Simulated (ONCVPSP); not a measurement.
# What the settings do to the ONCV potential of Sn

Base potential:

* Element: tin (Sn)
* Generator: ONCVPSP 4.0.1
* Type: optimised norm-conserving Vanderbilt (ONCV)
* Functional: PBEsol
* Relativity: scalar-relativistic
* Frozen core: [Ar] 3d10
* Valence charge: 22
* Reference configuration: 4s2 4p6 4d10 5s2 5p1.75 (charge +0.25)
* Partial waves: 4s+5s: rc 1.45 bohr, ncon 4, nbas 9, qcut 6.7 1/bohr, 2 projectors; 4p+5p: rc 1.25 bohr, ncon 4, nbas 8, qcut 11.5 1/bohr, 2 projectors; 4d: rc 1.05 bohr, ncon 3, nbas 7, qcut 7.9 1/bohr, 2 projectors, debl 2.1 Ha
* Local potential: polynomial inside 1.05 bohr (lpopt 3, dvloc0 0 Ha)
* Core correction: none

Cutoffs, loose and tight: the cutoffs (Ha) at which the residual kinetic energy of the hardest occupied pseudo-wave falls to 1 and 0.1 mHa per electron. They do not see the model core or the augmentation charge, which bear on the density cutoff. Test errors are all-electron minus pseudo excitation energies from the reference, over the configurations 4s2 4p6 4d10 5s2 5p2; 4s2 4p6 4d10 5s2 5p1; 4s2 4p6 4d10 5s2 5p0; 4s2 4p6 4d10 5s2 5p1.5. A dash means not determined; rows that change the core or the reference have their own tests.

A true bound ghost makes a file unfit for plane-wave use even where its test errors are small: the radial tests pick states by their node count and pass the ghost by.

```csv
change,outcome,"cutoff, loose","cutoff, tight",bound ghosts,GHOST(+) flags above zero,largest test error (meV)
base,generated,137 Ha,221 Ha,none,d,-3.8
"local potential polynomial inside 1.05 bohr (lpopt 3, dvloc0 -2.5 Ha)",generated,137 Ha,221 Ha,none,none,-3.8
"local potential polynomial inside 1.05 bohr (lpopt 3, dvloc0 -1 Ha)",generated,137 Ha,221 Ha,none,none,-3.8
"local potential polynomial inside 1.05 bohr (lpopt 3, dvloc0 1.5 Ha)",generated,137 Ha,221 Ha,none,none,-3.7
"local potential polynomial inside 1.05 bohr (lpopt 3, dvloc0 2.5 Ha)",generated,137 Ha,221 Ha,p,none,-0.4
"local potential polynomial inside 1.05 bohr (lpopt 3, dvloc0 4 Ha)",generated,137 Ha,221 Ha,none,none,-3.9
"local potential polynomial inside 1.05 bohr (lpopt 3, dvloc0 5.5 Ha)",generated,137 Ha,221 Ha,none,none,-3.9
"local potential polynomial inside 1.05 bohr (lpopt 3, dvloc0 7.5 Ha)",generated,137 Ha,221 Ha,none,none,-3.7
"local potential polynomial inside 1.05 bohr (lpopt 3, dvloc0 9.5 Ha)",generated,137 Ha,221 Ha,none,none,-3.7
```

Reading the sweep of the dvloc0 (base included, trends over the rows without a ghost): The loose cutoff stays near 137 Ha. The median size of the test errors (rows with all tests solved) stays near 0.7 meV. Bound ghosts are found at 2.5 Ha.
